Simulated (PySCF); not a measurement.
# Antimony: a sound run and one with changed settings

Sound run: Sb²⁺ [Kr] 4d10 5s2 5p1, Sb³⁺ [Kr] 4d10 5s2. Computed with PySCF 2.14 in x2c-SVPall (6s5p3d, 36 functions), with the spin-free X2C one-electron Hamiltonian (Gaussian nucleus). In the sound run the correlated levels freeze [Kr] 4d10. The sound run starts from symmetry-adapted Hartree-Fock orbitals and uses a fine grid where one is needed.

Changed run: a valence shell is frozen. This setting is unsound on purpose.

Ionisation energy of Sb²⁺:

| method | sound run (eV) | changed run (eV) |
| --- | --- | --- |
| UHF | 24.103 | 24.103 |
| MP2 | 24.210 | 24.103 |
| SCS-MP2 | 24.190 | 24.103 |
| CCSD | 24.264 | 24.103 |
| CCSD(T) | 24.272 | 24.103 |
| CCSDT | n/a | 24.103 |
| FCI | n/a | 24.103 |

Freezing a valence shell removes pair correlation that changes on ionisation.

For comparison, NIST gives 25.323 eV between the lowest levels.
